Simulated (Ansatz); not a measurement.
SeCl2O⁺, that is SeOCl2 with one electron fewer. Charge 1, multiplicity 2. Geometry B3LYP-D4/def2-SVP, that of the neutral singlet.

Cartesian coordinates in Å:
```
Se -0.051 0.539 0.402
O -0.651 1.236 -0.911
Cl -1.209 -1.374 0.709
Cl 1.911 -0.401 -0.199
```

Q: Estimate the α-spin orbital energies around the gap (eV) in Ansatz with PBE-D4/def2-TZVP, r2SCAN-D4/def2-TZVP, PBE0-D4/def2-TZVP.

A: 
```
orbital  PBE-D4/def2-TZVP  r2SCAN-D4/def2-TZVP  PBE0-D4/def2-TZVP
 HOMO−5            -15.41               -15.97             -17.28
 HOMO−4            -15.24               -15.84             -17.15
 HOMO−3            -14.76               -15.21             -16.26
 HOMO−2            -14.61               -14.95             -15.86
 HOMO−1            -14.49               -14.83             -15.84
   HOMO            -14.22               -14.57             -15.56
   LUMO            -10.46               -10.49              -9.73
 LUMO+1            -10.21               -10.25              -9.46
 LUMO+2             -7.94                -7.81              -7.12
 LUMO+3             -2.46                -2.00              -1.44
 LUMO+4             -2.33                -1.69              -1.39
 LUMO+5             -1.35                -0.44              -0.49
 β HOMO            -14.09               -14.44             -15.50
 β LUMO            -13.90               -13.91             -13.06
```
